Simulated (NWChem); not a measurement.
Program: NWChem. System: F3S, charge 1, spin multiplicity 1, displaced from the optimised geometry. The structure started from a generated list of species.

Input file:

```
start mol
memory heap 200 mb stack 900 mb global 1100 mb
charge 1
geometry units angstroms nocenter noautoz
  F      0.222814     0.712093     1.200180
  S     -0.465700    -0.035820     0.000000
  F      0.222814     0.712093    -1.200180
  F      0.382283    -1.360505     0.000000
  symmetry group Cs
end
basis spherical
  * library def2-tzvp
end
dft
  xc pbe0
  semidirect memsize 60000000 filesize 0
  iterations 100
  convergence nodiis damp 40
end
task dft gradient
```

The output up to the point where the run's verdict is printed (cleaned and shortened):

```
             Northwest Computational Chemistry Package (NWChem) 7.3.0
             --------------------------------------------------------

                                NWChem Input Module
                                -------------------

 Scaling coordinates for geometry "geometry" by  1.889725989
 (inverse scale =  0.529177249)

 Turning off AUTOSYM since
 SYMMETRY directive was detected!

                             Geometry "geometry" -> ""
                             -------------------------

 Output coordinates in angstroms (scale by  1.889725989 to convert to a.u.)

  No.       Tag          Charge          X              Y              Z
 ---- ---------------- ---------- -------------- -------------- --------------
    1 F                    9.0000     0.22281400     0.71209300     1.20018000
    2 S                   16.0000    -0.46570000    -0.03582000     0.00000000
    3 F                    9.0000     0.22281400     0.71209300    -1.20018000
    4 F                    9.0000     0.38228300    -1.36050500     0.00000000

 Effective nuclear repulsion energy (a.u.)     198.9158688680

            Nuclear Dipole moment (a.u.)
            ----------------------------
        X                 Y               Z
 ---------------- ---------------- ----------------
    -0.0000018897     0.0000170075     0.0000000000

      Symmetry information
      --------------------

 Group name             Cs
 Group number              2
 Group order               2
 No. of unique centers     3

      Symmetry unique atoms

     1    2    4


 Summary of "ao basis" -> "" (spherical)
 ------------------------------------------------------------------------------
       Tag                 Description            Shells   Functions and Types
 ---------------- ------------------------------  ------  ---------------------
 *                         def2-tzvp                  on all atoms

                                 NWChem DFT Module
                                 -----------------

 Summary of "ao basis" -> "ao basis" (spherical)
 ------------------------------------------------------------------------------
[...]
 d= 0,ls=0.5         52   -535.0193619717  2.52D+00  1.58D-01              27.8
 d= 0,ls=0.5         53   -537.5356254375 -2.52D+00  1.58D-01              28.1
 d= 0,ls=0.5         54   -535.0193619717  2.52D+00  1.58D-01              28.5
 d= 0,ls=0.5         55   -537.5356254375 -2.52D+00  1.58D-01              28.9
 d= 0,ls=0.5         56   -535.0193619717  2.52D+00  1.58D-01              29.3
 d= 0,ls=0.5         57   -537.5356254375 -2.52D+00  1.58D-01              29.6
 d= 0,ls=0.5         58   -535.0193619718  2.52D+00  1.58D-01              30.0
 d= 0,ls=0.5         59   -537.5356254375 -2.52D+00  1.58D-01              30.4
 d= 0,ls=0.5         60   -535.0193619718  2.52D+00  1.58D-01              30.8
 d= 0,ls=0.5         61   -537.5356254375 -2.52D+00  1.58D-01              31.2
 d= 0,ls=0.5         62   -535.0193619717  2.52D+00  1.58D-01              31.5
 d= 0,ls=0.5         63   -537.5356254375 -2.52D+00  1.58D-01              31.9
 d= 0,ls=0.5         64   -535.0193619717  2.52D+00  1.58D-01              32.3
 d= 0,ls=0.5         65   -537.5356254375 -2.52D+00  1.58D-01              32.7
 d= 0,ls=0.5         66   -535.0193619718  2.52D+00  1.58D-01              33.1
 d= 0,ls=0.5         67   -537.5356254375 -2.52D+00  1.58D-01              33.5
 d= 0,ls=0.5         68   -535.0193619717  2.52D+00  1.58D-01              33.9
 d= 0,ls=0.5         69   -537.5356254375 -2.52D+00  1.58D-01              34.2
 d= 0,ls=0.5         70   -535.0193619717  2.52D+00  1.58D-01              34.6
 d= 0,ls=0.5         71   -537.5356254375 -2.52D+00  1.58D-01              35.0
 d= 0,ls=0.5         72   -535.0193619717  2.52D+00  1.58D-01              35.4
 d= 0,ls=0.5         73   -537.5356254375 -2.52D+00  1.58D-01              35.7
 d= 0,ls=0.5         74   -535.0193619717  2.52D+00  1.58D-01              36.1
 d= 0,ls=0.5         75   -537.5356254375 -2.52D+00  1.58D-01              36.5
 d= 0,ls=0.5         76   -535.0193619717  2.52D+00  1.58D-01              36.8
 d= 0,ls=0.5         77   -537.5356254375 -2.52D+00  1.58D-01              37.2
 d= 0,ls=0.5         78   -535.0193619717  2.52D+00  1.58D-01              37.6
 d= 0,ls=0.5         79   -537.5356254375 -2.52D+00  1.58D-01              38.0
 d= 0,ls=0.5         80   -535.0193619717  2.52D+00  1.58D-01              38.4
 d= 0,ls=0.5         81   -537.5356254375 -2.52D+00  1.58D-01              38.7
 d= 0,ls=0.5         82   -535.0193619717  2.52D+00  1.58D-01              39.1
 d= 0,ls=0.5         83   -537.5356254375 -2.52D+00  1.58D-01              39.5
 d= 0,ls=0.5         84   -535.0193619717  2.52D+00  1.58D-01              39.9
 d= 0,ls=0.5         85   -537.5356254375 -2.52D+00  1.58D-01              40.3
 d= 0,ls=0.5         86   -535.0193619717  2.52D+00  1.58D-01              40.7
 d= 0,ls=0.5         87   -537.5356254375 -2.52D+00  1.58D-01              41.2
 d= 0,ls=0.5         88   -535.0193619717  2.52D+00  1.58D-01              41.6
 d= 0,ls=0.5         89   -537.5356254375 -2.52D+00  1.58D-01              42.0
 d= 0,ls=0.5         90   -535.0193619717  2.52D+00  1.58D-01              42.5
 d= 0,ls=0.5         91   -537.5356254375 -2.52D+00  1.58D-01              43.1
 d= 0,ls=0.5         92   -535.0193619718  2.52D+00  1.58D-01              43.7
 d= 0,ls=0.5         93   -537.5356254375 -2.52D+00  1.58D-01              44.3
 d= 0,ls=0.5         94   -535.0193619717  2.52D+00  1.58D-01              44.9
 d= 0,ls=0.5         95   -537.5356254375 -2.52D+00  1.58D-01              45.4
 d= 0,ls=0.5         96   -535.0193619718  2.52D+00  1.58D-01              45.8
 d= 0,ls=0.5         97   -537.5356254375 -2.52D+00  1.58D-01              46.2
 d= 0,ls=0.5         98   -535.0193619717  2.52D+00  1.58D-01              46.6
 d= 0,ls=0.5         99   -537.5356254375 -2.52D+00  1.58D-01              47.0
 d= 0,ls=0.5        100   -535.0193619717  2.52D+00  1.58D-01              47.4
```

The run did not converge; its last values are not results. The next line reads: Calculation failed to converge. NWChem stopped with the message: dft gradient failed.
